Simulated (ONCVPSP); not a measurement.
## Pseudopotential generation for boron: ONCV, PBE, scalar-relativistic.

B (Z = 5), optimised norm-conserving Vanderbilt (ONCV), made with ONCVPSP 4.0.1 (PBE, scalar-relativistic). Core [He], reference 2s2 (charge +1). Waves: 2s: rc 1.60 bohr, ncon 4, nbas 8, qcut 4.7 1/bohr, 2 projectors, debl 0.4 Ha; p scattering state at 0.18 Ha: rc 1.35 bohr, ncon 5, nbas 8, qcut 5.7 1/bohr, 1 projector. Local part: polynomial inside 1.05 bohr (lpopt 1, dvloc0 -1 Ha). Core correction: none.

In the s channel the program set the typed energies aside and used -0.717, 0.250 Ha. In the p channel the program set the typed energies aside and used 0.050 Ha.

All-electron outer shells of the reference configuration (PBE, scalar-relativistic, ld1.x):

| shell | level (eV) | outermost node (bohr) | outermost maximum (bohr) |
| --- | --- | --- | --- |
| 1s | -193.63 | – | 0.21 |
| 2s | -19.51 | 0.46 | 1.44 |

Q: Estimate the cutoffs (Ha) at which the residual kinetic energy of the hardest occupied pseudo-wave falls to 1 and 0.1 mHa per electron.

A: 9.6 Ha and 33 Ha.

Q: What does a ghost test show?

A: No bound ghost flagged; no localised positive-energy state flagged.

Its largest configuration-test error is +19 meV (2s1). 1 of 4 tests not solved or not reliable.
